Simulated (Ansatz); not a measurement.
Cost and result for the atomization energy of ClFH$_{2}$OSi$_{2}$ (7 atoms, 6 bonds).

Cartesian coordinates in Å:
```
F 0.969 -2.318 -0.074
Si -0.588 -2.173 0.322
O -0.820 -0.558 0.162
Si -0.140 0.901 -0.152
Cl 1.214 1.360 1.311
H 0.573 0.867 -1.445
H -1.207 1.920 -0.124
```

Charge 0, multiplicity 1. The bonds changed during the relaxation, so this is another structure than the one it started from. The geometry is a stationary point of PBE0-D4/def2-TZVP. Program: Ansatz. All runs use 2 threads of an Arm Neoverse V2 on a shared host. Times are those of one run each, without the atoms' runs, and a repeat can differ threefold. Electronic energies, without spin–orbit coupling; frozen cores. CCSD(T)/CBS adds CCSD(T) − MP2 in def2-TZVPP to the MP2 limit, and its time is that of the two runs behind it. T1 = 0.013. B3LYP takes the VWN-RPA correlation (the form of Gaussian; ORCA's B3LYP/G).

CCSD(T)/CBS is a level of theory with its own doubt, some kJ/mol a heavy atom from the limit and from the frozen cores, so smaller differences don't rank the functionals.

```tsv
level	functions	wall time	atomization (kcal/mol)	difference from CCSD(T)/CBS	per bond
LDA (SPW92)/def2-TZVPP	216	1.4 s	717.4	83.0	13.8
CCSD(T)/def2-SVP	92	3.1 s	571.8	-62.6	-10.4
PBE0-D4/def2-TZVPP	216	3.3 s	620.1	-14.3	-2.4
CAM-B3LYP-D4/def2-TZVPP	216	4.1 s	631.8	-2.6	-0.4
B3LYP-D4/def2-TZVPP (with forces)	216	5.5 s	625.7	-8.7	-1.4
r2SCANh-D4/def2-TZVPP	216	6.5 s	624.1	-10.3	-1.7
PBE-QIDH/def2-TZVPP	216	6.5 s	621.0	-13.4	-2.2
ωB97X-V/def2-TZVPP	216	10 s	634.4	0.0	0.0
B97M-V/def2-TZVPP	216	11 s	634.6	0.2	0.0
ωB97M-V/def2-TZVPP (with forces)	216	14 s	636.3	1.9	0.3
MP2/def2-QZVPP	384	23 s	647.3	12.9	2.1
CCSD(T)/def2-TZVPP	216	100 s	612.4	-22.0	-3.7
CCSD(T)/CBS(def2)	–	2.1 min	634.4	0.0	0.0
```

From r2SCAN to r2SCAN0 (25 % exact exchange), in def2-TZVPP and without D4, the atomization energy moves by −14.6 kcal/mol: exact exchange takes away binding that semilocal exchange gives to molecules. At CCSD(T), def2-SVP lies −62.7 kcal/mol from the extrapolated value and def2-TZVPP −22.1 kcal/mol: correlation converges slowly with the basis, and small sets miss more of it in the bonded molecule than in its fragments. Leaving LDA and LC-ωPBE aside and taking each functional with its dispersion term where it has one, the values, not all of them listed here, spread over 29.3 kcal/mol, from BHLYP-D4 to ωB97M-V. LDA lies +88.2 kcal/mol from PBE without D4, its usual overbinding.
